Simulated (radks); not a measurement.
Spin polarisation of the 4f9 shell in Tb. Start: [Xe] 4f(up 4.5, down 4.5) 6s2; electrons of 4f are moved from spin down to spin up, other shells keep equal spins. All-electron calculation, scalar-relativistic Kohn-Sham, BLYP, spin-polarised, spherical densities, finite nucleus; Fermi nuclear charge, rms radius of each element as measured or else 0.836 A^(1/3) + 0.57 fm. Program: a radial shooting solver on a logarithmic mesh with Libxc functionals.

[
 {"moment (Bohr magnetons)": "0", "E - E(0) (eV)": "0.000", "e(4f up) (eV)": "-2.805", "e(4f down) (eV)": "-2.805", "6s down minus up (eV)": "0.000", "5p down minus up (eV)": "0.000"},
 {"moment (Bohr magnetons)": "1", "E - E(0) (eV)": "-0.177", "e(4f up) (eV)": "-3.146", "e(4f down) (eV)": "-2.437", "6s down minus up (eV)": "0.028", "5p down minus up (eV)": "0.303"},
 {"moment (Bohr magnetons)": "2", "E - E(0) (eV)": "-0.709", "e(4f up) (eV)": "-3.459", "e(4f down) (eV)": "-2.042", "6s down minus up (eV)": "0.056", "5p down minus up (eV)": "0.606"},
 {"moment (Bohr magnetons)": "3", "E - E(0) (eV)": "-1.594", "e(4f up) (eV)": "-3.741", "e(4f down) (eV)": "-1.622", "6s down minus up (eV)": "0.084", "5p down minus up (eV)": "0.910"},
 {"moment (Bohr magnetons)": "4", "E - E(0) (eV)": "-2.829", "e(4f up) (eV)": "-3.991", "e(4f down) (eV)": "-1.175", "6s down minus up (eV)": "0.112", "5p down minus up (eV)": "1.213"},
 {"moment (Bohr magnetons)": "5", "E - E(0) (eV)": "-4.410", "e(4f up) (eV)": "-4.206", "e(4f down) (eV)": "-0.703", "6s down minus up (eV)": "0.142", "5p down minus up (eV)": "1.517"}
]

At moment 5 the spin-polarisation energy is -4.410 eV and the 4f exchange splitting 3.503 eV, that is 0.701 eV per Bohr magneton; E = -I m^2/4 would give I = 0.706 eV.
